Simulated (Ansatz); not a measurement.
(LiCl)3 ring (Li3Cl3), 6 atoms. Hardware: 4 threads of Intel Xeon on a shared host.

**Question.** How many basis functions does each of these Ansatz runs have, and roughly what does it cost? r2SCAN-D4/def2-TZVP, charge 0 singlet, energy, from earlier orbitals; PBE0-D4/def2-TZVPD, charge -1 doublet at the geometry of the charge 0 singlet, energy, from earlier orbitals; LC-ωPBE (ω = 0.15 bohr⁻¹)/def2-TZVP, charge 0 singlet, energy, from earlier orbitals; PBE0-D4/def2-TZVPD, charge 0 singlet, energy, from earlier orbitals; LC-ωPBE (ω = 0.30 bohr⁻¹)/def2-TZVP, charge -1 doublet at the geometry of the charge 0 singlet, energy, from earlier orbitals; LC-ωPBE (ω = 0.10 bohr⁻¹)/def2-TZVP, charge 0 singlet, energy, from earlier orbitals; r2SCAN-D4/def2-TZVPD, charge 0 singlet, energy, from earlier orbitals; LC-ωPBE (ω = 0.10 bohr⁻¹)/def2-TZVP, charge -1 doublet at the geometry of the charge 0 singlet, energy, from earlier orbitals; LC-ωPBE (ω = 0.15 bohr⁻¹)/def2-TZVP, charge -1 doublet at the geometry of the charge 0 singlet, energy, from earlier orbitals; LC-ωPBE (ω = 0.30 bohr⁻¹)/def2-TZVP, charge 1 doublet at the geometry of the charge 0 singlet, energy, from earlier orbitals; PBE-D4/def2-SVP, charge 0 singlet, energy, from earlier orbitals; LC-ωPBE (ω = 0.30 bohr⁻¹)/def2-TZVP, charge 0 singlet, energy, from earlier orbitals.

**Answer.** Other jobs shared the machine, so times can vary by a factor of up to 3. A dash marks memory too small to be measured apart from the calling script's.

| run | functions | fitting or Cholesky vectors | wall time | peak host memory (GiB) |
| --- | --- | --- | --- | --- |
| PBE-D4/def2-SVP, charge 0 singlet, energy, from earlier orbitals | 81 | 993 | 1.4 s | – |
| LC-ωPBE (ω = 0.30 bohr⁻¹)/def2-TZVP, charge 0 singlet, energy, from earlier orbitals | 153 | 1155 | 2.7 s | – |
| LC-ωPBE (ω = 0.15 bohr⁻¹)/def2-TZVP, charge 0 singlet, energy, from earlier orbitals | 153 | 1155 | 2.8 s | – |
| LC-ωPBE (ω = 0.10 bohr⁻¹)/def2-TZVP, charge 0 singlet, energy, from earlier orbitals | 153 | 1155 | 3 s | – |
| r2SCAN-D4/def2-TZVP, charge 0 singlet, energy, from earlier orbitals | 153 | 1155 | 3.8 s | – |
| PBE0-D4/def2-TZVPD, charge 0 singlet, energy, from earlier orbitals | 189 | 1419 | 4.7 s | – |
| r2SCAN-D4/def2-TZVPD, charge 0 singlet, energy, from earlier orbitals | 189 | 1335 | 5.5 s | – |
| LC-ωPBE (ω = 0.10 bohr⁻¹)/def2-TZVP, charge -1 doublet at the geometry of the charge 0 singlet, energy, from earlier orbitals | 153 | 1155 | 6.5 s | – |
| LC-ωPBE (ω = 0.30 bohr⁻¹)/def2-TZVP, charge 1 doublet at the geometry of the charge 0 singlet, energy, from earlier orbitals | 153 | 1155 | 11 s | – |
| LC-ωPBE (ω = 0.15 bohr⁻¹)/def2-TZVP, charge -1 doublet at the geometry of the charge 0 singlet, energy, from earlier orbitals | 153 | 1155 | 12 s | – |
| LC-ωPBE (ω = 0.30 bohr⁻¹)/def2-TZVP, charge -1 doublet at the geometry of the charge 0 singlet, energy, from earlier orbitals | 153 | 1155 | 12 s | – |
| PBE0-D4/def2-TZVPD, charge -1 doublet at the geometry of the charge 0 singlet, energy, from earlier orbitals | 189 | 1419 | 12 s | 0.78 |
